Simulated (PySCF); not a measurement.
Cl$_{6}$OSi$_{2}$, singlet, geometry from GFN2-xTB of the parent state; PySCF with DF-M062X/def2-SV(P).

Input for PySCF:
```python
from pyscf import gto, scf, dft

mol = gto.M(
    atom='''
Cl    2.320800    0.135005   -1.774815
Si    1.576741    0.404398    0.066890
Cl    2.429626   -0.815942    1.409064
Cl    1.656960    2.324284    0.637571
O     0.000000    0.000000    0.000000
Si   -1.576741   -0.404398   -0.066890
Cl   -2.252034    0.197391   -1.855717
Cl   -2.483619    0.554955    1.441516
Cl   -1.671733   -2.395693    0.142382
''',
    basis='def2-sv(p)',
    charge=0,
    spin=0,
    verbose=5,
)

mf = dft.RKS(mol)
mf.xc = 'm062x'
mf = mf.density_fit(auxbasis='def2-universal-jkfit')
mf.kernel()
mf.analyze()
```

What the program printed (banner, timings and long lists left out):

```
PySCF version 2.14.0

[INPUT] verbose = 5
[INPUT] max_memory = 4000
[INPUT] num. atoms = 9
[INPUT] num. electrons = 138
[INPUT] charge = 0
[INPUT] spin (= nelec alpha-beta = 2S) = 0
[INPUT] symmetry False subgroup None
[INPUT] Mole.unit = angstrom
[INPUT] Symbol           X                Y                Z      unit          X                Y                Z       unit  Magmom
[...]
[INPUT] ---------------- BASIS SET ----------------
[INPUT] l, kappa, [nprim/nctr], expnt,             c_1 c_2 ...
[INPUT] Cl
[...]
                                1571.7365221      0.014754727977
                                357.12065523      0.066679112875
                                100.25185935      0.17228924084
                                30.812727554      0.158837861
[...]
                                5.7045760975      0.60841752753
                                2.3508376809      0.54352153355
[...]
                                72.102015515      -0.063563355471
                                22.532680262      -0.24016428276
                                7.8991765444      -0.47798866557
                                2.8767268321      -0.38515850005
[...]
[INPUT] Si
[...]
                                1038.4346419      0.0099966546241
                                235.8758148       0.044910165101
                                66.069385169      0.1146363854
                                20.247945761      0.10280063858
[...]
                                3.6370788192      -0.43028836252
                                1.4002048599      -0.41382774969
[...]
                                41.907258846      0.043399431982
                                12.955294367      0.15632019351
                                4.4383267393      0.29419996982
                                1.5462247904      0.23536823814
[...]
[INPUT] O
[...]
                                340.87010191      -0.03989003923
                                77.363135167      -0.17853911985
                                21.47964494       -0.46427684959
                                6.6589433124      -0.44309745172
[...]
                                3.863550544       0.23094120765
                                1.0480920883      0.51375311064
[...]
nuclear repulsion = 1350.77422214817
number of shells = 70
number of NR pGTOs = 312
number of NR cGTOs = 158
basis = def2-sv(p)
ecp = {}

******** <class 'pyscf.df.df_jk.DFRKS'> ********
method = DFRKS
[...]
converged SCF energy = -3414.59605181348
Total Energy =                       -3414.596051813483427
[...]
6 Cl 3pz        -0.00135   0.00017  -0.00077
6 Cl 4px        -0.01158   0.00995   0.00758
6 Cl 4py        -0.00422  -0.00669   0.00225
6 Cl 4pz        -0.00942   0.00188  -0.00037
6 Cl 3dxy        0.00184  -0.00813   0.00458
6 Cl 3dyz       -0.00816   0.00517   0.00581
6 Cl 3dz^2       0.00743  -0.00301  -0.01169
6 Cl 3dxz       -0.02710   0.01264  -0.00364
6 Cl 3dx2-y2    -0.01169   0.01209   0.00607
7 Cl 1s          0.00000   0.00003  -0.00001
7 Cl 2s         -0.00000  -0.00004   0.00003
7 Cl 3s         -0.00006  -0.00317   0.00013
7 Cl 4s         -0.00086  -0.01606  -0.00613
7 Cl 2px        -0.00000   0.00005  -0.00007
7 Cl 2py         0.00002  -0.00002   0.00002
7 Cl 2pz        -0.00002  -0.00004   0.00005
7 Cl 3px         0.00019  -0.00192  -0.00021
7 Cl 3py        -0.00112   0.00031   0.00047
7 Cl 3pz         0.00088   0.00094   0.00067
7 Cl 4px         0.00084  -0.01618   0.00749
7 Cl 4py        -0.00688   0.00167   0.00239
7 Cl 4pz         0.00565   0.00659   0.00093
7 Cl 3dxy       -0.00481   0.01020   0.00656
7 Cl 3dyz        0.00037   0.01015  -0.00736
7 Cl 3dz^2       0.00220   0.01065  -0.00801
7 Cl 3dxz        0.00529   0.02295   0.00575
7 Cl 3dx2-y2     0.00329  -0.02214   0.00685
8 Cl 1s         -0.00002  -0.00001  -0.00001
8 Cl 2s          0.00004   0.00002   0.00003
8 Cl 3s          0.00278   0.00154   0.00013
8 Cl 4s          0.01434   0.00728  -0.00613
8 Cl 2px        -0.00002  -0.00001  -0.00005
8 Cl 2py        -0.00006  -0.00003  -0.00008
8 Cl 2pz        -0.00001   0.00003   0.00001
8 Cl 3px         0.00117   0.00074   0.00015
8 Cl 3py         0.00154   0.00066  -0.00082
8 Cl 3pz         0.00063  -0.00128   0.00010
8 Cl 4px         0.01060   0.00621   0.00781
8 Cl 4py         0.01159   0.00494   0.00124
8 Cl 4pz         0.00384  -0.00796   0.00041
8 Cl 3dxy        0.03191   0.01657   0.00406
8 Cl 3dyz        0.00115   0.00070   0.00220
8 Cl 3dz^2      -0.00429  -0.00334   0.00153
8 Cl 3dxz        0.00092  -0.00865   0.00040
8 Cl 3dx2-y2    -0.00194  -0.00019   0.01476
 ** Mulliken pop on meta-lowdin orthogonal AOs  **
 ** Mulliken pop  **
 ** Mulliken atomic charges  **
charge of    0Cl =     -0.23375
charge of    1Si =      1.10950
charge of    2Cl =     -0.23377
charge of    3Cl =     -0.23377
charge of    4O =     -0.81645
charge of    5Si =      1.10947
charge of    6Cl =     -0.23376
charge of    7Cl =     -0.23376
charge of    8Cl =     -0.23372
Dipole moment(X, Y, Z, Debye): -0.00017, -0.00033, -0.00004
```
